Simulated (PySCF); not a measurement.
4-fluoro-1,3-dioxole (C3H3FO2), SMILES FC1=COCO1. Heavy atoms are numbered as in [F:1][C:2]1=[CH:3][O:4][CH2:5][O:6]1. Hydrogens are named by the atom that carries them.

Geometry optimised at B3LYP-D3(BJ)/def2-SVP. The geometry has at least one imaginary mode, so it is a saddle point at that level. Other conformers were not sampled.

Computed with PBE/def2-TZVP (PySCF).

ESP charges are fitted to the potential on shells at 1.4 to 2.0 van der Waals radii. Atomic charges (e), one atom of each kind:

| atom | ESP fit | meta-Löwdin |
|---|---|---|
| F1 | -0.14 | -0.20 |
| C2 | 0.39 | 0.38 |
| C3 (CH) | -0.30 | -0.08 |
| O4 | -0.22 | -0.33 |
| C5 (CH2) | 0.18 | 0.18 |
| O6 | -0.27 | -0.33 |
| H on C3 | 0.22 | 0.15 |
| H on C5 | 0.08 | 0.12 |

Q: Give the Mayer and Wiberg (Löwdin basis) orders of the bonds. (The exact figures need the calculation; the answer reports its results.)

A: 
| bond | Mayer | Wiberg |
|---|---|---|
| F1–C2 | 1.16 | 1.84 |
| C2–C3 | 1.78 | 1.93 |
| C3–O4 | 1.00 | 1.49 |
| O4–C5 | 1.04 | 1.45 |
| C2–O6 | 1.11 | 1.56 |
| C5–O6 | 1.00 | 1.39 |
